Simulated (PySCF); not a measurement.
**HfOBr₂: from structure and modes to constants**

Computed with PySCF, PBE0, basis Hf def2-SVP with ECP60, O def2-SVP, Br def2-SVP (scalar-relativistic core potentials, no spin–orbit coupling, density fitting).

The singlet minimum has Cs symmetry. Masses (u): Hf 179.94655, O 15.99492, Br 78.91834.

```xyz
4
charge 0 multiplicity 1, angstrom
Hf    0.0000    0.2493    0.4576
O     0.0000   -0.4416    2.0575
Br    2.1692   -0.2299   -0.7286
Br   -2.1692   -0.2299   -0.7286
```

Harmonic wavenumbers (cm⁻¹): 45.9 (a', ×1), 93.7 (a', ×1), 163.3 (a'', ×1), 238.6 (a', ×1), 277.7 (a'', ×1), 959.9 (a', ×1).

**Question.** Find the vibrational entropy and heat capacity at 298.15 K.

**Answer.** With u = 1.43878 ω/T, each mode gives S = R[u/(eᵘ−1) − ln(1−e⁻ᵘ)] and C = R u² eᵘ/(eᵘ−1)².
```csv
ω (cm⁻¹),u,S (J/(mol K)),C (J/(mol K))
45.9,0.222,20.86,8.28
93.7,0.452,14.99,8.17
163.3,0.788,10.51,7.90
238.6,1.151,7.59,7.45
277.7,1.340,6.48,7.17
959.9,4.632,0.46,1.77
```
The sums over all modes are S = 60.9 and C = 40.8 J/(mol K); the softest mode gives 34 % of the entropy.

**Question.** Give the standard entropy (298.15 K, 1 bar) by its translational, rotational, vibrational and spin parts, and Cp.

**Answer.** Sackur–Tetrode with M = 353.78 u gives 182.0; rotation with symmetry number 1 gives 126.8; vibration 60.9; spin R ln 1 = 0.0. The total is 369.7 J/(mol K), and Cp = 4 R + 40.8 = 74.0 J/(mol K).

Stability towards spin polarisation was not tested. This need not be the most stable arrangement of these atoms. No spin–orbit coupling is included, which matters more the heavier the element.
